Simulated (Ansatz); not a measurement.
Task: Name a neutral molecule of B, C, Zn and H with size of the dipole moment (B3LYP/def2-TZVPP) between 1.00 and 1.30 D and LUMO energy (B3LYP/def2-TZVPP) between -1.85 and -1.55 eV (Ansatz, PBE0-D4/def2-TZVP geometry).

Result: `BC[CH2][ZnH]` (1.09 D, -1.58 eV). Other molecules can fit too; these were computed, each in one conformer that needn't be the lowest.

B3LYP here is the variant with VWN-RPA as its local correlation; programs differ in this.
